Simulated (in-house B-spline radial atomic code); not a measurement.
Removing one electron from Ir59+

Closed shell [Ne] 3s2 3p6. Computed with an all-electron radial atomic-structure program (B-spline basis): Koopmans values of Dirac-Hartree-Fock plus a diagonal self-energy, in second order or with its direct term screened (direct RPA, with the hole-particle interaction, or full time-dependent Hartree-Fock), linearised in energy; no-pair Dirac-Coulomb Hamiltonian, finite nucleus. Shifts add to the Koopmans value (the ΔSCF shift is orbital relaxation alone); the final value takes TDHF screening with Breit and QED.

Command:
```bash
python run_mb.py task.json out
```
Settings (nuclear radius in fm, box in bohr, cutoff in hartree):
```
basis_form          2
Z                   77
core_configuration  [Ne] 3s2 3p6
rms_radius          5.4032
mass_number         193
speed_of_light      137.036
box_radius          2.264
lmax                7
intervals           56
virtual_cutoff      23716.0
```

Time taken, with all properties: 6.5 s on 1 thread of Arm Neoverse V1, on a shared host.

Energies in eV:

| subshell | Koopmans | ΔSCF shift | second order | direct RPA | hole-particle | TDHF | Breit + QED | final |
| --- | --- | --- | --- | --- | --- | --- | --- | --- |
| 3p3/2 | 6323.10 | -1.071 | ? | ? | ? | ? | ? | ? |

Task: What does the self-energy do to 3p3/2?

Result: It shifts the removal energy by 1.862 eV in second order, 1.433 with direct RPA, 1.607 with the hole-particle term and 1.702 with TDHF screening (quasi-particle weight 0.995); Breit and QED add -7.447 eV. The final value is 6317.36 eV, against 6315 ± 7 eV (NIST, tabulated theory).
